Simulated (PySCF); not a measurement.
C3H8NOSi2 (doublet state).
Structure used (GFN2-xTB), in Å, numbered top down from 1:
```xyz
15
C3H8NOSi2 angstrom
C      2.693   -0.161    0.777
N      1.851   -0.987    0.364
Si     0.443   -0.780   -0.611
C     -1.093   -1.061    0.498
C     -1.812    0.231    0.584
Si    -1.166    1.562   -0.528
O      0.126    0.732   -1.138
H      2.679    0.908    0.546
H      3.508   -0.507    1.408
H      0.577   -1.634   -1.777
H     -1.737   -1.813    0.031
H     -0.873   -1.458    1.493
H     -2.604    0.328    1.310
H     -1.985    1.911   -1.688
H     -0.609    2.737    0.148
```

The hyperfine couplings belong to this conformer and change with its torsions.

As a line formula: `[CH]1[SiH2]O[Si@H](C1)N=C` [radical].

Level of theory: PySCF, UKS B3LYP, pcH-1 on C H N O Si, non-relativistic, mean-field spin-orbit, GIAO. One conformer (not necessarily the lowest) at the GFN2-xTB geometry, without solvent, vibrations or thermal averaging. A GFN2-xTB geometry isn't a minimum of the functional, and hyperfine couplings can be far from their values at a DFT geometry. No stability test was run, so a lower SCF solution isn't excluded.

Largest spin populations (Mulliken): C5 (+1.00), C4 (-0.09) and H11 (+0.06). C5 is the only atom above +0.15. The positive populations add up to 1.15 and the negative ones to -0.15, together 2S = 1. The angles at C5 add up to 359.9°, so it is planar; its axial dipolar tensor and the negative coupling of its proton fit spin in a p orbital normal to that plane.

(1) Find Q in a(H) = Q·ρ(C) for the protons on the planar carbons that carry spin.

(2) List the C–H protons on four-coordinate carbons next to a three-coordinate spin centre, with their couplings and θ (C–H bond against the normal to the plane of the centre's neighbours, projected along the bond that joins the two).

Results:

(1) 
```json
{"H": "H13", "C": "C5", "ρ(C)": "+0.997", "a(H) (G)": "-20.24", "a/ρ (G)": "-20.3"}
```

One proton gives one ratio, Q = -20.3 G, and no test of linearity. In every row coupling and population have opposite signs.

(2) 
| β H | on | centre | θ (°) | cos²θ | a (G) |
| --- | --- | --- | --- | --- | --- |
| H11 | C4 | C5 | 19 | 0.89 | +57.29 |
| H12 | C4 | C5 | 45 | 0.50 | +30.86 |

Couplings in gauss use g_iso = 2.0027.
